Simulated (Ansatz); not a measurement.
Total energies of C$_{3}$H$_{11}$NO$_{3}$Zr, SMILES `C[O][Zr]([NH2])([O]C)[O]C`.

```xyz
19

C    -1.621    2.677    0.667
O    -0.657    1.733    0.350
Zr    0.427    0.195   -0.066
N     2.255    0.891   -0.686
O    -0.434   -0.808   -1.475
C    -0.805   -1.460   -2.639
O     0.743   -0.984    1.426
C     0.734   -1.892    2.474
H    -1.911    2.603    1.721
H    -2.520    2.542    0.054
H    -1.238    3.689    0.492
H     3.135    0.405   -0.591
H     2.427    1.780   -1.133
H    -1.734   -1.038   -3.041
H    -0.029   -1.368   -3.408
H    -0.972   -2.527   -2.450
H     0.145   -1.512    3.317
H     1.753   -2.078    2.829
H     0.302   -2.849    2.160
```

Charge 0, multiplicity 1. Correlated methods include outer-core shells of Zr, which these sets cover unevenly. Zr takes the def2 core potential. The geometry is a stationary point of PBE0-D4/def2-TZVP. It is one conformer, not always the lowest. Basis def2-TZVPP, Ansatz 0.2.0.

RPA on PBE orbitals: Hartree–Fock energy of these orbitals -445.84579 Eh, correlation -2.84373 Eh (frozen core).

```
             functional  energy without D4 (Eh)  D4 term (kJ/mol)
            LDA (SPW92)              -445.49183                 –
                    PBE              -448.33794             -36.7
                 revPBE              -448.70598            -103.6
                   BLYP              -448.65512             -77.0
                 r2SCAN              -448.60695             -10.4
                 B97M-V              -448.73158                 –
                   PBE0              -448.32835             -31.8
                  B3LYP              -448.83130             -58.0
                r2SCANh              -448.56719             -11.1
                r2SCAN0              -448.51018             -12.2
HSE06 (plane-wave form)              -448.30669             -30.0
                  BHLYP              -448.48422             -46.8
              CAM-B3LYP              -448.60122             -32.7
                LC-ωPBE              -448.57565                 –
                ωB97X-V              -448.63819                 –
                ωB97M-V              -448.55193                 –
                 B2PLYP              -448.41631                 –
               PBE-QIDH              -448.21904                 –
```

B3LYP takes the VWN-RPA correlation (the form of Gaussian; ORCA's B3LYP/G). HSE06 is the plane-wave form, built on full-range PBE exchange. The double hybrids freeze the cores in their second-order part.

LC-ωPBE has ω = 0.4 bohr⁻¹.
